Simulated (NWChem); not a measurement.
Species: GeH$_{4}$S$_{2}$; SMILES [GeH2]([SH])[SH]

```xyz
7

Ge     0.0000     0.0000    -0.6142
S      1.8490     0.0272     0.6259
S     -1.8490    -0.0272     0.6259
H      0.1008     1.2717    -1.4704
H     -0.1008    -1.2717    -1.4704
H      1.5477    -1.1142     1.2829
H     -1.5477     1.1142     1.2829
```
Atoms are numbered in this order, from 1.

Program: NWChem. Structure relaxed at the PBE0/def2-SVP level. B3LYP is NWChem's, with the RPA form of VWN correlation. Ions are spin-unrestricted doublets at the neutral geometry; other ion states weren't tried.

**Question.** Predict the results for B3LYP/def2-SVP. Quantities: vertical ionisation energy, ΔSCF (eV); −ε(HOMO) (eV).

**Answer.** 
| Property | Value |
|---|---|
| vertical ionisation energy, ΔSCF (eV) | 9.20 |
| −ε(HOMO) (eV) | 6.91 |
